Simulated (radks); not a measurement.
Species: the terbium ion Tb4+. Configuration: [Kr] 4d10 4f7 5s1.5 5p6 5d0.5 (fractional occupations, a model configuration).

All-electron calculation, Dirac Kohn-Sham, PBE, spin-unpolarised, spherical densities, point nucleus; open shells are shared between the two j in proportion to 2j + 1. Program: a radial shooting solver on a logarithmic mesh with Libxc functionals.

Energy parts (eV):
total: -318771.90
kinetic: 348702.89
electron-nucleus: -781485.77
Hartree: 120956.73
exchange-correlation: -6945.75

Orbitals (lengths in bohr, moments of r in powers of bohr):
orbital,occ.,eigenvalue (eV),<r^4>,<r^2>,<r>,small-component weight
1s1/2,2,-51861.03,1.063e-06,0.0006315,0.02150,5.88e-02
2s1/2,2,-8639.256,0.0001675,0.009828,0.09095,1.30e-02
2p1/2,2,-8211.713,0.0001034,0.007125,0.07590,1.31e-02
2p3/2,4,-7465.189,0.0001371,0.008356,0.08285,1.21e-02
3s1/2,2,-1961.253,0.006466,0.06538,0.2389,4.14e-03
3p1/2,2,-1775.546,0.005862,0.06081,0.2286,4.08e-03
3p3/2,4,-1621.466,0.007235,0.06782,0.2418,3.81e-03
3d3/2,4,-1301.840,0.005199,0.05396,0.2141,3.69e-03
3d5/2,6,-1268.243,0.005549,0.05591,0.2182,3.61e-03
4s1/2,2,-433.5432,0.1574,0.3292,0.5399,1.33e-03
4p1/2,2,-360.6870,0.1779,0.3452,0.5508,1.25e-03
4p3/2,4,-326.0802,0.2189,0.3830,0.5803,1.15e-03
4d3/2,4,-206.0136,0.3049,0.4342,0.6120,9.86e-04
4d5/2,6,-199.7042,0.3257,0.4488,0.6223,9.59e-04
5s1/2,1.5,-94.4739,4.642,1.792,1.265,3.05e-04
5p1/2,2,-73.2706,6.945,2.165,1.387,2.54e-04
5p3/2,4,-67.8756,8.587,2.410,1.464,2.30e-04
4f5/2,3,-56.7003,1.293,0.7481,0.7718,6.12e-04
4f7/2,4,-55.7784,1.354,0.7648,0.7802,6.02e-04
5d3/2,0.2,-38.7861,26.01,4.082,1.894,1.38e-04
5d5/2,0.3,-38.1589,27.57,4.208,1.923,1.34e-04

The highest occupied level is 5d5/2 at -38.159 eV. The density falls to 0.001 e/bohr^3 at r = 3.18 bohr.
